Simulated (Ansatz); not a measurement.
CH₃BrGaO, SMILES `C[O][Ga][Br]` radical. Charge 0, multiplicity 2. Correlated methods include outer-core shells of Br, Ga, which these sets cover unevenly. Scalar relativity is left out up to krypton.

Z-matrix (Å, degrees):
```
C
O 1 1.406
H 1 1.094 2 107.8
H 1 1.096 2 112.0 3 118.6
H 1 1.096 2 112.7 3 -118.9
Ga 2 1.793 1 127.1 3 170.2
Br 6 2.317 2 114.5 1 178.9
```

(1) Give the diagnostics of a CCSD(T)/def2-TZVPP run (frozen core, Ansatz 0.2.0). (Estimate.)

Results:

(1) Computed: T1 = 0.0151, largest single amplitude 0.056, largest double 0.025, (T) share of the correlation energy 3.8 %, 12 CCSD cycles. ⟨S²⟩ of the UHF reference is 0.759 against 0.75 for a pure state. T1 lies under the customary mark of 0.045 for open shells.
